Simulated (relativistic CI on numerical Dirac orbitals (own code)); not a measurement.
## Transition arrays of Rb¹⁷⁺

Computed by Dirac-Coulomb-Breit CI, separate exchange-only KLI orbitals for each configuration, QED by a radiative potential, valence Slater integrals scaled by 0.9, whole transition arrays (own radial code, finite nucleus).

Configurations in the expansion (outside the closed core [Ne] 3s2): 3p6 3d2, 3p6 3d 4f, 3p5 3d3, 3p6 3d 4p, 3p6 3d 5f. Levels of other configurations are missing.

All E1 lines from the levels of 3p6 3d2; mean and standard deviation are weighted by gf, and upper levels are sorted by their leading configuration.

| Upper configuration | Lines | Σgf | Mean (eV) | Mean (nm) | σ (eV) | Strongest line (nm) |
| --- | --- | --- | --- | --- | --- | --- |
| 3p6 3d 4f | 81 | 70.6 | 364.57 | 3.401 | 3.05 | 3.400 |
| 3p5 3d3 | 466 | 81.8 | 136.83 | 9.061 | 8.99 | 8.728 |
| 3p6 3d 4p | 60 | 3.4 | 285.10 | 4.349 | 2.98 | 4.366 |
| 3p6 3d 5f | 81 | 21.6 | 467.62 | 2.651 | 3.25 | 2.660 |

Σgf per state of the lower configuration in bins of 0.2 nm over the central range (centre: value): 2.7: 0.48, 3.3: 0.92, 3.5: 0.64, 4.3: 0.07, 8.3: 0.03, 8.5: 0.32, 8.7: 0.38, 8.9: 0.26, 9.1: 0.21, 9.3: 0.15, 9.5: 0.10, 9.7: 0.18, 9.9: 0.02, 10.1: 0.04.

(1) How do configuration mixing and the scaling of the Slater integrals move the arrays?

Answers

(1) Slater scale 0.9, no configuration mixing: 3p6 3d 4f 364.3 ± 3.0 eV (Σgf 64.8), 3p5 3d3 136.9 ± 8.9 eV (Σgf 84.8), 3p6 3d 4p 285.1 ± 2.9 eV (Σgf 4.0), 3p6 3d 5f 467.5 ± 3.2 eV (Σgf 17.7); Slater scale 1: 3p6 3d 4f 364.8 ± 3.4 eV (Σgf 71.4), 3p5 3d3 139.4 ± 9.7 eV (Σgf 82.9), 3p6 3d 4p 285.1 ± 3.3 eV (Σgf 3.4), 3p6 3d 5f 467.7 ± 3.6 eV (Σgf 21.9); Slater scale 0.8: 3p6 3d 4f 364.3 ± 2.7 eV (Σgf 69.7), 3p5 3d3 134.3 ± 8.3 eV (Σgf 80.6), 3p6 3d 4p 285.1 ± 2.7 eV (Σgf 3.5), 3p6 3d 5f 467.5 ± 2.9 eV (Σgf 21.3). With mixing, levels are counted to their leading configuration, so an array can shrink or vanish into another, and the sums then hold other lines.
